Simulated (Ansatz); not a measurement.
```yaml
crystal:
  periodic: [false, false, false]
  atoms:
    - {symbol: B, position_ang: [-0.712692, 0.830846, -0.550460]}
    - {symbol: As, position_ang: [0.888403, 0.499610, 0.691152]}
    - {symbol: N, position_ang: [1.497115, -1.051604, 0.060353]}
    - {symbol: O, position_ang: [-1.149904, 0.083095, 0.716391]}
    - {symbol: H, position_ang: [-0.751532, 0.125633, -1.520652]}
    - {symbol: H, position_ang: [-1.102488, 1.964100, -0.611917]}
    - {symbol: H, position_ang: [1.847954, -1.758196, 0.685253]}
    - {symbol: H, position_ang: [1.171265, -1.402848, -0.826311]}
    - {symbol: H, position_ang: [-1.599622, 0.663066, 1.339191]}
basis:
  gaussian: {orbitals: x2c-TZVPPall}
hamiltonian: {xc: {name: SVWN5}}
outputs: {forces: true}
output: {forces: true}
```

```sh
$ ansatz run in.yaml --threads 4 --pin off --events-out ev --progress --plain --max-ram 10444MiB
```

Shortened log:

```
Error: YAML parse error: error: line 16 column 1: unknown field `outputs`, expected one of crystal, accuracy, basis, kpoints, hamiltonian, magnetization, projection, total_charge, correlation, batch, efield, external_charges, scf, relax, neb, saddle, md, ramp, phonons, dielectric, real_time, elastic, magnetic_configurations, gw, evaluate, workflow, output, checkpoint, execution
14 |   gaussian: {orbitals: x2c-TZVPPall}
15 | hamiltonian: {xc: {name: SVWN5}}
16 | outputs: {forces: true}
17 | output: {forces: true}
```

In this input the input holds a key that doesn't belong there. The program refused the input.
